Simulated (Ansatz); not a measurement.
Computed with Ansatz on PBE0-D4/def2-TZVP structures; ΔE is electronic, products minus reactants. CCSD(T)/CBS is the MP2 limit (def2-TZVPP, def2-QZVPP) plus CCSD(T) − MP2 in def2-TZVPP, frozen cores. This one scheme is used for every species. DFT in def2-TZVPP. Each species was taken in one conformer, which may not be the lowest.

Consider the cleavage of the Si–B bond: `CB(F)[SiH2][AlH2]` + CH₃NH₂ → `CN[SiH2][AlH2]` + `CBF`.

`CB(F)[SiH2][AlH2]`:

```xyz
12

C     1.542   -0.501    1.311
B     0.425    0.531    0.965
F     0.636    1.813    1.265
Si   -1.322    0.056    0.041
Al   -0.958    0.249   -2.378
H     2.532   -0.044    1.385
H     1.573   -1.346    0.620
H     1.303   -0.924    2.296
H    -1.661   -1.368    0.341
H    -2.450    0.919    0.494
H     0.013   -0.784   -3.098
H    -1.633    1.399   -3.242
```

CH₃NH₂:

Z-matrix (Å, degrees):
```
C
N 1 1.453
H 1 1.092 2 109.4
H 1 1.100 2 115.4 3 -121.6
H 1 1.092 2 109.4 3 116.8
H 2 1.012 1 110.6 3 62.6
H 2 1.012 1 110.6 3 -179.3
```

`CN[SiH2][AlH2]`:

Z-matrix (Å, degrees):
```
C
N 1 1.447
H 1 1.093 2 110.7
H 1 1.094 2 109.5 3 -117.5
H 1 1.100 2 114.1 3 122.0
Si 2 1.733 1 120.9 3 164.0
H 2 1.008 1 113.1 3 -51.1
Al 6 2.477 2 116.8 1 56.8
H 6 1.494 2 106.2 1 178.9
H 6 1.496 2 107.9 1 -66.2
H 8 1.595 6 121.5 2 6.4
H 8 1.594 6 121.2 2 -174.6
```

`CBF`:

```xyz
7

C     0.435   -0.280   -0.454
B    -0.546    0.345    0.575
F    -0.950    1.602    0.445
H     0.738    0.403   -1.249
H    -0.021   -1.170   -0.902
H     1.329   -0.646    0.064
H    -0.984   -0.253    1.521
```

| level | ΔE (kJ/mol) |
| --- | --- |
| PBE0-D4 | -34.2 |
| MP2/def2-QZVPP | -52.6 |

**Question.** What does CCSD(T)/CBS give? (Estimate.)

**Answer.** The calculation gave: -45.0 kJ/mol. The listed levels differ from it by 10.8, -7.6 kJ/mol.

Largest T1 diagnostic among the species: 0.014.

From PBE to PBE0 (25 % exact exchange), in def2-TZVPP and without D4, ΔE moves by −6.1 kJ/mol. In def2-TZVPP, CCSD(T) changes the Hartree–Fock value by +17.5 kJ/mol (the triples alone add +2.6 kJ/mol) and MP2 by +9.9 kJ/mol.
